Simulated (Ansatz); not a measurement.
Input for Ansatz (a first-principles code): R-PBE/def2-TZVPP on GeH2IN (SMILES [NH2][Ge][I]), a point of a torsion scan. Elements past Kr take the def2 small-core potentials; no spin–orbit coupling.

Ansatz 0.2 input:
```yaml
crystal:
  periodic: [false, false, false]
  atoms:
    - {symbol: N, position_ang: [-0.75194241, 0.01741385, -0.06660538]}
    - {symbol: Ge, position_ang: [0.63588537, -1.10757417, -0.35672456]}
    - {symbol: I, position_ang: [2.10927749, 0.54408110, -1.66998009]}
    - {symbol: H, position_ang: [-0.86467985, 0.98037128, -0.35089462]}
    - {symbol: H, position_ang: [-1.57271812, -0.27410456, 0.44268061]}
basis:
  gaussian:
    orbitals: def2-TZVPP
hamiltonian:
  xc: {name: PBE}
scf: {lower_state_search: off}
```

Program output:

```
WARN ansatz: RAYON_NUM_THREADS=1 ignored (pool sized by the plan → 1); use --threads N
Functional definition: PBE
these checks for a lower state are left out or cut short: stability, starts, cluster_reference, orbital_swaps, neighbouring_geometries, increment
integrals: 0.07 GiB planned
998 factors; their error is unknown
mean field: 0.50 GiB planned
mean field evaluation 1: about -66122.8984 eV, gradient 7.7e1 eV
mean field evaluation 2: about -66057.6767 eV, gradient 1.5e2 eV
mean field evaluation 4: about -66133.0939 eV, gradient 1.6e1 eV
mean field evaluation 8: about -66133.6624 eV, gradient 1.2e-1 eV
mean field evaluation 16: about -66133.6447 eV, gradient 3.0e-4 eV
mean field -66133.64474674 eV, -2430.3666174484 hartree, gradient 1.4e-6 eV, S^2 0.000000; 0 other end points of the search recorded, 0 dependent functions left out
reference -66133.64477687 eV, -2430.3666185555 hartree; 33, 33 occupied and 124, 124 virtual orbitals, 998 factors
Total energy: -66133.64477687 eV, -2430.3666185555 hartree
Checks for a lower state left out: stability, starts, cluster_reference, orbital_swaps, neighbouring_geometries, increment
```

The calculation finished and met its thresholds.

Cost: around 1.7 core-seconds (rough).
